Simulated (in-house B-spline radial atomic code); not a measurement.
Spin-orbit splittings of orbital energies (j = l + 1/2 less j = l - 1/2) and ratios of mean radii (lower j over upper j) along the 15-electron series, configuration [Ne] 3s2 3p3. Computed with a radial B-spline atomic code at the basis-set limit: Dirac-Hartree-Fock, average of the configuration, finite nuclei.

| ion | Z | splitting of 3p (eV) | radius ratio of 3p | splitting of 2p (eV) | radius ratio of 2p |
| --- | --- | --- | --- | --- | --- |
| P | 15 | 0.056399 | 0.99657 | 0.96095 | 0.99564 |
| S+ | 16 | 0.10086 | 0.99669 | 1.3154 | 0.99512 |
| Cl2+ | 17 | 0.16353 | 0.99655 | 1.7619 | 0.99455 |
| Ar3+ | 18 | 0.24799 | 0.99632 | 2.3154 | 0.99394 |
| K4+ | 19 | ? | ? | ? | ? |
| Ca5+ | 20 | 0.49868 | 0.99569 | 3.81 | 0.99261 |
| Sc6+ | 21 | ? | ? | ? | ? |
| Ti7+ | 22 | 0.88962 | 0.99492 | 5.9438 | 0.99113 |
| V8+ | 23 | ? | ? | ? | ? |
| Cr9+ | 24 | 1.4635 | 0.99405 | 8.8815 | 0.98949 |
| Mn10+ | 25 | 1.8341 | 0.99358 | 10.709 | 0.98862 |
| Fe11+ | 26 | 2.2692 | 0.99309 | 12.809 | 0.9877 |

Task: Fill in the row of K4+.

Result: splitting of 3p (eV): 0.35823; radius ratio of 3p: 0.99602; splitting of 2p (eV): 2.9923; radius ratio of 2p: 0.9933.

Task: Fill in the row of Sc6+.

Result: splitting of 3p (eV): 0.67409; radius ratio of 3p: 0.99532; splitting of 2p (eV): 4.7872; radius ratio of 2p: 0.99189.

Task: Fill in the row of V8+.

Result: splitting of 3p (eV): 1.1508; radius ratio of 3p: 0.9945; splitting of 2p (eV): 7.3011; radius ratio of 2p: 0.99033.

Task: With what power of Z does the column «splitting of 3p (eV)» change over this range?

Result: A fit of the logarithm of its size against log Z from Z = 15 to 26 has slope 6.58. An unscreened hydrogenic electron would give 4 at low Z; screening makes the apparent power larger near the neutral end, and relativity raises it again at high Z.
